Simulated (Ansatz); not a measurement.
Job for Ansatz (a program for electronic structure): R-B2PLYP/def2-TZVPPD on H2Se (SMILES [SeH2]). Files ending in .json are basis or fitting sets from the Basis Set Exchange. The run froze 14 orbitals, filled d shells among them.

Ansatz 0.2 input:
```yaml
crystal:
  periodic: [false, false, false]
  atoms:
    - {symbol: Se, position_ang: [0.18289968, 0.15743121, 3.55738942]}
    - {symbol: H, position_ang: [0.39995312, -0.07242723, 4.99614525]}
    - {symbol: H, position_ang: [0.39339564, -1.26183548, 3.24883068]}
basis:
  gaussian:
    orbitals: def2-TZVPPD.json
hamiltonian:
  xc: {name: B2PLYP}
magnetization: {spin_polarized: false}
correlation: {electrons: outside_noble_gas}
scf: {lower_state_search: off}
```

The log:

```
WARN ansatz: RAYON_NUM_THREADS=1 ignored (pool sized by the plan → 1); use --threads N
Functional definition: B2PLYP
these checks for a lower state are left out or cut short: stability, starts, cluster_reference, orbital_swaps, neighbouring_geometries, increment
integrals: 0.04 GiB planned
537 factors; integrals over basis functions are off by at most 1.2e-3 eV
mean field: 0.23 GiB planned
mean field evaluation 1: about -65369.0426 eV, gradient 7.0e0 eV
mean field evaluation 2: about -65369.0677 eV, gradient 7.0e0 eV
mean field evaluation 4: about -65369.2560 eV, gradient 1.4e0 eV
mean field evaluation 8: about -65369.2592 eV, gradient 9.0e-3 eV
mean field evaluation 16: about -65369.2592 eV, gradient 7.0e-6 eV
mean field -65369.25917173 eV, -2402.2759656859 hartree, gradient 7.0e-6 eV, S^2 0.000000; 0 other end points of the search recorded, 0 dependent functions left out
14 core orbitals not correlated
reference -65369.25929933 eV, -2402.2759703751 hartree; 4, 4 occupied and 73, 73 virtual orbitals, 537 factors
second order -5.65572309 eV of doubles, -0.00000000 eV of singles
Total energy: -65370.78634457 eV, -2402.3320882523 hartree
Checks for a lower state left out: stability, starts, cluster_reference, orbital_swaps, neighbouring_geometries, increment
```

The calculation finished and met its thresholds.

Cost: around 1.0 core-seconds (rough).
